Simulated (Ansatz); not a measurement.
Br$_{2}$Mg (`[Br][Mg][Br]`), relaxed with RKS PBE0-D4/def2-TZVP in Ansatz from a PBE-D4/def2-SVP geometry. The force threshold is 0.005 eV/Å; the program also tests the step.

The species carries charge 0 and has multiplicity 1.

Start:

```xyz
3

Br    1.627    1.503    0.791
Mg    0.000   -0.001    0.003
Br   -1.627   -1.502   -0.794
```

Question: How much energy does the relaxation release, and in how many steps? (Estimate.)

Answer: Ansatz gave: 1.09 kJ/mol, in 2 steps.

Question: Which bonds change most? (Estimate.)

Answer: Ansatz gave: Mg2–Br3 from 2.353 to 2.320 Å; Br1–Mg2 from 2.351 to 2.320 Å.

Question: Give the relaxed structure. (Estimate.)

Answer: Ansatz gave: 
```xyz
3

Br    1.605    1.482    0.781
Mg    0.000    0.000    0.001
Br   -1.605   -1.481   -0.782
```
